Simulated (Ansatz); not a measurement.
# MnF₂, sextet: energies of several shapes or isomers

Calculated in Ansatz's Gaussian-basis code. Basis def2-SVP, nonrelativistic, 7 orbitals frozen in the corrections; active space CAS(9,8). Restricted Hartree–Fock, then the lowest state-specific CASSCF solution met for each case. The basis is small, far from the limit. On stretched bonds single-reference methods can fail or change state. Unlike active orbitals can shift such differences by tenths of an eV, at times by over 1 eV.

Case A:

```xyz
3

F     0.0000    0.0000    1.9440
Mn    0.0000    0.0000    0.0000
F     0.0000    0.0000   -1.9440
```

Case B:

```xyz
3

F     0.0000    0.0000    1.8000
Mn    0.0000    0.0000    0.0000
F     0.0000    0.0000   -1.8000
```

Case C. A bond is stretched, to 1.38 times the sum of the covalent radii.

```xyz
3

F     0.0000    0.0000    2.7000
Mn    0.0000    0.0000    0.0000
F     0.0000    0.0000   -1.8000
```

Case D. A bond is stretched, to 1.84 times the sum of the covalent radii.

| atom | x (Å) | y (Å) | z (Å) |
| --- | --- | --- | --- |
| F | 0.0000 | 0.0000 | 3.6000 |
| Mn | 0.0000 | 0.0000 | 0.0000 |
| F | 0.0000 | 0.0000 | -1.8000 |

Energy less that of case A, in eV:

```
case  RHF/ROHF  CASSCF
   B    -0.206  -0.153
   C    +2.564  +2.282
   D    +5.189  +3.626
```

Problem. Give the SC-NEVPT2 energies against case A.

Solution. B: -0.487 eV; C: +2.367 eV; D: +4.584 eV.

Problem. Which case is lowest, and do the methods agree?

Solution. B is lowest in SC-NEVPT2. Of the methods shown, RHF/ROHF, CASSCF agree.
